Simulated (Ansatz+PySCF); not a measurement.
Two shapes of singlet CBeF(+).

Shape 1:

```xyz
3

Be    0.0000    0.0000    1.6900
C     0.0000    0.0000    0.0000
F     0.0000    0.0000   -1.3000
```

Shape 2:

```xyz
3

Be    1.3844    0.0000    0.9693
C     0.0000    0.0000    0.0000
F    -1.0649    0.0000    0.7457
```

Basis set: STO-3G (spherical functions). Frozen core: 3 orbitals. Charge 1, multiplicity 1.

Computed with Ansatz (development build ahead of 0.2.0); the reference of a correlated method needn't be the lowest determinant of its kind.

Question: Which shape is lower in energy, and by how much in each method?

Answer:

```
     method  E(2) − E(1) (eV)
   RHF-CCSD            -0.651
RHF-CCSD(T)            -0.942
```

Shape 2 is lower. Caution: large amplitudes, a single reference is doubtful; the reference determinant was not shown to be the lowest; an unrestricted determinant lies well below.
